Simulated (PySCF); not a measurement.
Simulation results for ClGe$_{2}$H$_{3}$N, ClGe$_{2}$H$_{4}$N, C$_{2}$H$_{8}$Ge$_{2}$

Calculation on a computer-drawn molecule: the log of a Hartree-Fock and frozen-core CCSD(T) single point meant for a local Hartree-Fock minimum, with one planted fault or none, to be diagnosed. Offsets are logged minus clean, where the clean run is the same molecule without the fault. The reference is restricted for singlets and unrestricted otherwise, and also for a bond in bohr or an excited solution. Adding or removing an electron swaps singlet and doublet. The excited solution moves the top pair (singlet) or top alpha electron (doublet) to the lowest empty orbital. Highest occupied and lowest empty are orbital energies over both spins, largest force is the largest gradient component, triples share is (T) over the correlation energy, the T1 limit is 0.02 restricted and 0.045 unrestricted, electrons count all cores, a negative frequency is imaginary (commonest isotopes), and the dipole is about the centre of nuclear charge; on germanium a core potential holds 10 electrons, which the energies leave out, and 3d is frozen in MP2 and coupled-cluster steps. Program: PySCF 2.14.0.

Common to all runs: meant multiplicity 1; meant basis and core potential on germanium cc-pVDZ-PP ECP10MDF; logged SCF converged yes; possible faults no fault, one electron removed, one electron added, multiplicity raised by two, geometry at a saddle point, SCF held on an excited solution, minimal basis STO-3G, one bond length entered in bohr, all coordinates scaled.

(1) ClGe$_{2}$H$_{3}$N

Logged structure:
```xyz
7
ClGe2H3N
Cl     1.2335    -0.7143    -1.6099
Ge    -0.4831    -0.9793    -0.4547
N     -0.5186    -0.4810     1.1445
Ge    -0.2913     0.1028     2.7143
H     -1.6303    -1.6325    -1.1713
H      0.2113    -0.8279     3.7917
H     -0.6505     1.5330     3.0388
```

* meant charge: 1
* meant basis: cc-pV(D+d)Z
* logged electrons: 91
* logged basis functions: 98
* logged spin squared: 0.7668
* logged highest occupied: -5.5923 eV
* logged lowest empty: 1.0954 eV
* logged largest force: 0.098884 hartree/bohr
* logged T1 diagnostic: 0.021236
* logged D1 diagnostic: 0.074755
* logged triples share: 0.034352
* logged CC converged: yes
* logged dipole magnitude: 3.6931 debye
* logged SCF stable within its kind: yes
* logged energy HF: -1102.37307 hartree
* logged energy CCSD(T): -1102.90831 hartree
* planted fault: one electron added
* HF energy offset from clean run: -108.6 kcal/mol
* CCSD(T) energy offset from clean run: -118.3 kcal/mol

Drawn bonds:
```csv
atom,other atom,order
1,2,1
2,3,2
3,4,1
2,5,1
4,6,1
4,7,1
```

(2) ClGe$_{2}$H$_{4}$N

Logged structure:
```xyz
8
ClGe2H4N
Cl    -0.0862     1.4657     1.7875
Ge     0.7495    -0.4485     1.2592
N      0.0067    -1.6740     0.4290
Ge    -1.6734    -1.8461    -0.2941
H      2.1597    -0.4638     1.7952
H     -2.3517    -3.0542     0.3595
H     -1.5213    -2.0965    -1.7978
H     -2.5460    -0.6002    -0.0768
```

* meant charge: 0
* meant basis: cc-pV(D+d)Z
* logged electrons: 92
* logged basis functions: 103
* logged spin squared: 0
* logged highest occupied: -3.9031 eV
* logged lowest empty: -4.3728 eV
* logged largest force: 0.19486 hartree/bohr
* logged CC converged: no
* logged dipole magnitude: 7.4447 debye
* logged SCF stable within its kind: no
* logged energy HF: -1102.57659 hartree
* planted fault: SCF held on an excited solution
* HF energy offset from clean run: 280.3 kcal/mol

Drawn bonds:
```csv
atom,other atom,order
1,2,1
2,3,2
3,4,1
2,5,1
4,6,1
4,7,1
4,8,1
```

Notes: CCSD not converged.

(3) C$_{2}$H$_{8}$Ge$_{2}$

Logged structure:
```xyz
12
C2H8Ge2
Ge     2.0053    -0.3355     1.6462
C      1.7623     0.3826     0.0473
C      0.4670     0.5915    -0.6832
Ge     0.2997    -0.5802    -2.2725
H      3.3914    -0.5152     2.2338
H      0.8577    -0.8292     2.5099
H      2.6599     0.6977    -0.4769
H     -0.3977     0.3996    -0.0441
H      0.3823     1.6248    -1.0346
H     -0.9520    -0.2052    -3.0826
H      1.5331    -0.4212    -3.1715
H      0.1896    -2.0439    -1.8300
```

- meant charge: 0
- meant basis: cc-pVDZ
- logged electrons: 83
- logged basis functions: 114
- logged spin squared: 0.7587
- logged highest occupied: -14.787 eV
- logged lowest empty: -5.8433 eV
- logged largest force: 0.059577 hartree/bohr
- logged T1 diagnostic: 0.02136
- logged D1 diagnostic: 0.11826
- logged triples share: 0.029643
- logged CC converged: yes
- logged dipole magnitude: 5.8111 debye
- logged SCF stable within its kind: yes
- logged energy HF: -666.82568 hartree
- logged energy CCSD(T): -667.34434 hartree
- planted fault: one electron removed
- HF energy offset from clean run: 151.3 kcal/mol
- CCSD(T) energy offset from clean run: 179.8 kcal/mol

Drawn bonds:
```csv
atom,other atom,order
1,2,2
2,3,1
3,4,1
1,5,1
1,6,1
2,7,1
3,8,1
3,9,1
4,10,1
4,11,1
4,12,1
```
